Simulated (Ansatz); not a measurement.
Cost and result for the atomization energy of C2H8BClO (`C[B-](C)([OH2+])Cl`) (13 atoms, 12 bonds).

| atom | x (Å) | y (Å) | z (Å) |
| --- | --- | --- | --- |
| C1 | -1.499 | -0.221 | 0.063 |
| B2 | 0.071 | -0.155 | 0.262 |
| C3 | 0.807 | 1.247 | 0.306 |
| O4 | 0.692 | -0.897 | -1.147 |
| Cl5 | 0.691 | -1.346 | 1.568 |
| H6 | -1.883 | -1.240 | -0.057 |
| H7 | -1.993 | 0.190 | 0.948 |
| H8 | -1.827 | 0.373 | -0.796 |
| H9 | 0.536 | 1.877 | -0.547 |
| H10 | 1.899 | 1.167 | 0.342 |
| H11 | 0.510 | 1.783 | 1.211 |
| H12 | 1.646 | -0.975 | -1.008 |
| H13 | 0.349 | -1.802 | -1.145 |

The species carries charge 0 and has multiplicity 1. The geometry is a stationary point of PBE0-D4/def2-TZVP. It is one conformer, not always the lowest. Program: Ansatz. All runs use 4 threads of an Arm Neoverse V2 on a shared host. Times are those of one run each, without the atoms' runs, and a repeat can differ threefold. Electronic energies, without spin–orbit coupling; frozen cores. CCSD(T)/CBS adds CCSD(T) − MP2 in def2-TZVPP to the MP2 limit, and its time is that of the two runs behind it. T1 = 0.009. B3LYP takes the VWN-RPA correlation (the form of Gaussian; ORCA's B3LYP/G). HSE06 is the plane-wave form, built on full-range PBE exchange.

CCSD(T)/CBS is a level of theory with its own doubt, some kJ/mol a heavy atom from the limit and from the frozen cores, so smaller differences don't rank the functionals.

```json
{"level": "LDA (SPW92)/def2-TZVPP", "functions": "278", "wall time": "1.1 s", "atomization (kcal/mol)": "1312.1", "difference from CCSD(T)/CBS": "158.7", "per bond": "13.2"}
{"level": "revPBE-D4/def2-TZVPP", "functions": "278", "wall time": "1.9 s", "atomization (kcal/mol)": "1145.7", "difference from CCSD(T)/CBS": "-7.7", "per bond": "-0.6"}
{"level": "HSE06-D4/def2-TZVPP", "functions": "278", "wall time": "2.9 s", "atomization (kcal/mol)": "1157.4", "difference from CCSD(T)/CBS": "4.0", "per bond": "0.3"}
{"level": "B3LYP-D4/def2-TZVPP (with forces)", "functions": "278", "wall time": "4.3 s", "atomization (kcal/mol)": "1151.4", "difference from CCSD(T)/CBS": "-2.0", "per bond": "-0.2"}
{"level": "r2SCAN-D4/def2-TZVPP (with forces)", "functions": "278", "wall time": "4.4 s", "atomization (kcal/mol)": "1158.9", "difference from CCSD(T)/CBS": "5.5", "per bond": "0.5"}
{"level": "r2SCANh-D4/def2-TZVPP", "functions": "278", "wall time": "4.5 s", "atomization (kcal/mol)": "1153.6", "difference from CCSD(T)/CBS": "0.2", "per bond": "0.0"}
{"level": "B2PLYP/def2-TZVPP", "functions": "278", "wall time": "4.9 s", "atomization (kcal/mol)": "1140.9", "difference from CCSD(T)/CBS": "-12.5", "per bond": "-1.0"}
{"level": "CCSD(T)/def2-SVP", "functions": "114", "wall time": "5.5 s", "atomization (kcal/mol)": "1102.9", "difference from CCSD(T)/CBS": "-50.5", "per bond": "-4.2"}
{"level": "ωB97X-V/def2-TZVPP", "functions": "278", "wall time": "7 s", "atomization (kcal/mol)": "1153.1", "difference from CCSD(T)/CBS": "-0.3", "per bond": "0.0"}
{"level": "B97M-V/def2-TZVPP", "functions": "278", "wall time": "8 s", "atomization (kcal/mol)": "1157.7", "difference from CCSD(T)/CBS": "4.3", "per bond": "0.4"}
{"level": "MP2/def2-QZVPP", "functions": "538", "wall time": "22 s", "atomization (kcal/mol)": "1159.4", "difference from CCSD(T)/CBS": "6.0", "per bond": "0.5"}
{"level": "CCSD(T)/def2-TZVPP", "functions": "278", "wall time": "3 min", "atomization (kcal/mol)": "1128.0", "difference from CCSD(T)/CBS": "-25.4", "per bond": "-2.1"}
{"level": "CCSD(T)/CBS(def2)", "functions": "–", "wall time": "3.3 min", "atomization (kcal/mol)": "1153.4", "difference from CCSD(T)/CBS": "0.0", "per bond": "0.0"}
```

From BLYP to BHLYP (50 % exact exchange), in def2-TZVPP and without D4, the atomization energy moves by −14.8 kcal/mol: exact exchange takes away binding that semilocal exchange gives to molecules. In def2-TZVPP, CCSD(T) changes the Hartree–Fock value by +263.0 kcal/mol (the triples alone add +14.6 kcal/mol) and MP2 by +279.7 kcal/mol; breaking electron pairs costs correlation energy, which Hartree–Fock lacks. The D4 term adds +9.9 kcal/mol with B3LYP and +5.2 kcal/mol with PBE0; it sums over pairs of atoms, weighted by their polarisabilities, and B3LYP, whose exchange is more repulsive, gets the larger term.
